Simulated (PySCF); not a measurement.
# Electron correlation in I²⁺ (iodine, charge +2)

[Kr] 4d10 5s1 5p3 5d1, high-spin 6D determinant (an excited configuration). Calculation: PySCF 2.14, in aug-cc-pVTZ-PP with ECP28MDF (6s5p4d2f, 55 functions); scalar relativity through the core potential. Frozen: 4s2 4p6 4d10; 5 electrons correlated.

```
  level  correlation energy (mhartree)
   CCSD                         -28.68
    (T)                          -0.28
CCSD(T)                         -28.96
```

Diagnostics: T1 = 0.0030, D1 = 0.0055, largest double amplitude 0.030.

The outer electron is Rydberg-like, and this basis confines it to a smaller radius and binds it less than a complete one would.

Cost of the coupled-cluster step: of the order of 0.9 core-seconds, for 5 correlated electrons.

Iterations:

```
CC2 = 0
CCSD nocc = (np.int64(5), np.int64(0)), nmo = (46, 46)
frozen orbitals [[0, 1, 2, 3, 4, 5, 6, 7, 8], [0, 1, 2, 3, 4, 5, 6, 7, 8]]
max_cycle = 100
direct = 0
conv_tol = 1e-08
conv_tol_normt = 1e-06
diis_space = 8
diis_start_cycle = 0
Init t2, MP2 energy = -0.0218749598206553
Init E_corr(UCCSD) = -0.021874959820924
cycle = 1  E_corr(UCCSD) = -0.0269190545461982  dE = -0.00504409473  norm(t1,t2) = 0.025387
cycle = 2  E_corr(UCCSD) = -0.02818549651587  dE = -0.00126644197  norm(t1,t2) = 0.00754976
cycle = 3  E_corr(UCCSD) = -0.0286891733427461  dE = -0.000503676827  norm(t1,t2) = 0.00246174
cycle = 4  E_corr(UCCSD) = -0.0286777759248556  dE = 1.13974179e-05  norm(t1,t2) = 0.000224352
cycle = 5  E_corr(UCCSD) = -0.0286785330618169  dE = -7.57136961e-07  norm(t1,t2) = 2.48337e-05
cycle = 6  E_corr(UCCSD) = -0.0286784481913071  dE = 8.48705098e-08  norm(t1,t2) = 2.79435e-06
cycle = 7  E_corr(UCCSD) = -0.0286784869097689  dE = -3.87184618e-08  norm(t1,t2) = 3.65313e-07
cycle = 8  E_corr(UCCSD) = -0.0286784816959651  dE = 5.21380374e-09  norm(t1,t2) = 6.53801e-08
UCCSD converged
E(UCCSD) = -292.9516167357008  E_corr = -0.02867848169596513
UCCSD(T) correction = -0.000281542203405226
```
